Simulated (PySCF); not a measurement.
Hf(Me)(H)3 (CH6Hf), SMILES [CH3][HfH3], multiplicity 1. Geometry: r2SCAN-D4/def2-TZVP. The spin state was assumed, not searched. The def2 effective core potentials stand for the cores of Hf; spin–orbit coupling is left out.

Method: r2SCAN-D4/def2-TZVP run with PySCF 2.14.0.

Harmonic wavenumbers (cm⁻¹): 118, 263, 264, 479, 499, 499, 592, 651, 652, 1152, 1401, 1401, 1678, 1679, 1726, 2978, 3069, 3069. Rotational constants (GHz): 39.91, 6.423, 6.423; symmetry number 3.

### Question
Work out the zero-point energy and the ideal-gas rigid-rotor harmonic-oscillator thermochemistry at 298.15 K and 1 atm.

### Answer
ZPE = ½ Σ hcν = ½ × 22172 cm⁻¹ = 132.62 kJ/mol. H − E(el) = 149.88 kJ/mol. Entropy in J/(mol K): translation 174.61, rotation 86.24, vibration 40.77, total 301.61. G − E(el) = 59.96 kJ/mol. Cp = 86.28 J/(mol K). Modes under 150 cm⁻¹ make the vibrational entropy uncertain.
